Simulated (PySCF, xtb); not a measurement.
C₅H₉F, SMILES C[C@H](F)C1CC1. The values are those of a single conformer.

Harmonic wavenumbers (cm⁻¹) from GFN2-xTB in xtb at its own minimum, in rising order: 64, 181, 198, 290, 342, 461, 491, 787, 832, 862, 908, 983, 1001, 1013, 1073, 1077, 1087, 1100, 1115, 1153, 1189, 1245, 1274, 1292, 1396, 1398, 1440, 1474, 1488, 1494, 2902, 3044, 3049, 3054, 3057, 3090, 3094, 3098, 3115.

**Question.** What does B3LYP-D3(BJ)/def2-SVP in PySCF 2.14.0 give at its own minimum? (The exact figures need the calculation; the answer reports its results.)

**Answer.** 87, 197, 240, 295, 354, 483, 499, 762, 820, 832, 905, 949, 965, 997, 1053, 1072, 1114, 1124, 1141, 1179, 1222, 1225, 1318, 1360, 1397, 1430, 1441, 1459, 1471, 1506, 3016, 3038, 3120, 3125, 3126, 3131, 3139, 3209, 3220. Paired by order, the mean absolute difference is 33 cm⁻¹ and the zero-point energies are 80.4 and 81.5 kcal/mol.
